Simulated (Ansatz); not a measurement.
## Loss of H2: C2H5OSi → SiH2(OH)(CC) + H2

Species: C2H5OSi `[H]/[C]=C/[SiH2]O`, doublet; SiH2(OH)(CC), doublet; H2 (hydrogen), singlet. 

Shapes, held fixed at every level: PBE0-D4/def2-TZVP. Flexible molecules stand in one conformer, not always the lowest. Programs: Ansatz 0.2.0. The zero-point and thermal change to 298 K, harmonic and unscaled (PBE0-D4/def2-TZVP), is -20.6 kJ/mol.

Problem. Estimate ΔH(298 K) of this reaction.

Solution. B2PLYP/def2-TZVPP gives ΔH(298 K) = +246.5 kJ/mol; the levels span +222.7 to +301.7. The median of the levels is +261.0. No measured value is set beside it here. Spin contamination: C2H5OSi (⟨S²⟩ up to 0.92), SiH2(OH)(CC) (⟨S²⟩ up to 1.16). Open shells run unrestricted unless RO is named. Times are processor times on shared x86 and Arm servers, and rough.

| level | kind | ΔH(298 K) (kJ/mol) | CPU time (sum over the molecules) |
| --- | --- | --- | --- |
| HF/def2-TZVPP | Hartree–Fock | +222.7 | – |
| SPW92/def2-TZVPP | LDA | +301.7 | 19 s |
| r2SCAN-D4/def2-TZVPP | meta-GGA | +260.1 | 52 s |
| B3LYP-D4/def2-TZVPP | global hybrid | +256.6 | 52 s |
| PBE0-D4/def2-TZVPP | global hybrid | +275.5 | 36 s |
| r2SCAN0-D4/def2-TZVPP | global hybrid | +270.0 | 51 s |
| wB97M-V/def2-TZVPP | range-separated hybrid | +261.9 | 2.8 min |
| B2PLYP/def2-TZVPP | double hybrid | +246.5 | 65 s |
